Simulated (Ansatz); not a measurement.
C3H5AlO can be A, `C1=[CH][AlH][CH2]O1`, or B, `C=[C]1[O][Al]1[CH3]`.

Calculated with Ansatz (gas phase, PBE0-D4/def2-TZVP geometries, no zero-point term in ΔE). CCSD(T)/CBS is the MP2 limit (def2-TZVPP, def2-QZVPP) plus CCSD(T) − MP2 in def2-TZVPP, frozen cores. DFT in def2-TZVPP.

A:

```xyz
10

C    -0.944    0.549    0.759
C    -1.355    0.017   -0.412
Al    0.221   -0.660   -1.218
C     1.293   -0.049    0.329
O     0.321    0.565    1.205
H    -1.594    1.032    1.487
H    -2.412    0.080   -0.634
H     0.627   -1.410   -2.550
H     1.789   -0.834    0.911
H     2.054    0.710    0.122
```

B:

```xyz
10

C    -1.015   -0.029    2.481
C    -0.391   -0.031    1.316
O     1.003   -0.190    1.100
Al    0.222    0.008   -0.430
C     0.622    0.071   -2.316
H    -0.471   -0.158    3.412
H    -2.088    0.103    2.520
H    -0.121    0.651   -2.866
H     0.634   -0.940   -2.733
H     1.606    0.515   -2.484
```

(1) Which is lower in electronic energy at CCSD(T)/CBS, and by how much? (An estimate is asked.)

(2) Give E(B) − E(A) in kJ/mol with PBE0-D4, B2PLYP, BLYP-D4, PBE-D4, CCSD(T)/def2-TZVPP, HF/def2-TZVPP, CCSD/def2-TZVPP. (Estimate.)

Largest T1 diagnostic: 0.016.

Answers

(1) Ansatz gave: B, by 31.9 kJ/mol.

(2) Ansatz gave: PBE0-D4 -20.4, B2PLYP -34.5, BLYP-D4 -35.5, PBE-D4 -29.2, CCSD(T)/def2-TZVPP -28.5, HF/def2-TZVPP -9.2, CCSD/def2-TZVPP -26.6. None reverses the order clearly.

From BLYP to BHLYP (50 % exact exchange), in def2-TZVPP and without D4, E(B) − E(A) moves by +22.0 kJ/mol. Leaving LDA and LC-ωPBE aside and taking each functional with its dispersion term where it has one, the values, not all of them listed here, spread over 17.4 kJ/mol, from BLYP-D4 to BHLYP-D4. LDA lies +18.8 kJ/mol from PBE without D4.
